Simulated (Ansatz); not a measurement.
Consider the cleavage of the Si–Al bond: `[SiH3][Al]([Cl])[Cl]` + `C[O][Ga]([OH])[Br]` → `C[O][Ga]([Br])[O][SiH3]` + `[Cl][AlH][Cl]`.

Gas-phase electronic energies from Ansatz, PBE0-D4/def2-TZVP geometries. CBS: MP2 limit from def2 TZ/QZ plus the TZ coupled-cluster correction, frozen cores. This one scheme is used for every species. DFT in def2-TZVPP. B3LYP here is the variant with VWN-RPA as its local correlation; programs differ in this. For Br, Ga outer-core shells are correlated without core-valence functions, which leaves a few kJ/mol of doubt a bond. Scalar relativity is left out up to krypton. Each species was taken in one conformer, which may not be the lowest.

Is it downhill or uphill in electronic energy at CCSD(T)/CBS, and by how much? (Best estimate.)

Computed: Downhill: ΔE = -86.5 kJ/mol.

What do these levels give: r2SCANh-D4, PBE, B3LYP, BHLYP, LC-ωPBE, CCSD(T)/def2-TZVPP? (An estimate is asked.)

The calculation gave: r2SCANh-D4 -81.4, PBE -56.4, B3LYP -84.0, BHLYP -97.5, LC-ωPBE -78.1, CCSD(T)/def2-TZVPP -87.3 kJ/mol.

Largest T1 diagnostic among the species: 0.012.

Leaving LDA and LC-ωPBE aside and taking each functional with its dispersion term where it has one, the values, not all of them listed here, spread over 41.2 kJ/mol, from BHLYP-D4 to PBE-D4. LDA lies −3.1 kJ/mol from PBE without D4. From BLYP to BHLYP (50 % exact exchange), in def2-TZVPP and without D4, ΔE moves by −20.9 kJ/mol.
